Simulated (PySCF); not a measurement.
# Krypton: highly charged ions in a basis for the neutral atom

Kr⁷⁺ [Ar] 3d10 4s1, Kr⁸⁺ [Ar] 3d10. Computed with PySCF 2.14 in 6-31G*, with the non-relativistic Hamiltonian (point nucleus). No spin-orbit coupling, so a gap to NIST mixes the basis error with missing relativistic terms.

Changed run: basis of the neutral atom used for a highly charged ion. This setting is unsound on purpose.

```json
{"species": "Kr⁷⁺", "method": "UHF", "sound run (hartree)": "not run", "changed run (hartree)": "-2738.17152", "converged": "yes"}
{"species": "Kr⁷⁺", "method": "B3LYP", "sound run (hartree)": "not run", "changed run (hartree)": "-2739.63084", "converged": "yes"}
{"species": "Kr⁷⁺", "method": "M06-L", "sound run (hartree)": "not run", "changed run (hartree)": "-2739.60055", "converged": "yes"}
{"species": "Kr⁸⁺", "method": "UHF", "sound run (hartree)": "not run", "changed run (hartree)": "-2733.68261", "converged": "yes"}
{"species": "Kr⁸⁺", "method": "B3LYP", "sound run (hartree)": "not run", "changed run (hartree)": "-2735.05315", "converged": "yes"}
{"species": "Kr⁸⁺", "method": "M06-L", "sound run (hartree)": "not run", "changed run (hartree)": "-2735.10607", "converged": "yes"}
```

Ionisation energy of Kr⁷⁺:

| method | changed run (eV) | NIST (eV) |
| --- | --- | --- |
| UHF | 122.15 | 125.80 |
| B3LYP | 124.57 | 125.80 |
| M06-L | 122.30 | 125.80 |

The contracted functions were made for the neutral atom and can be too rigid for a highly charged ion.
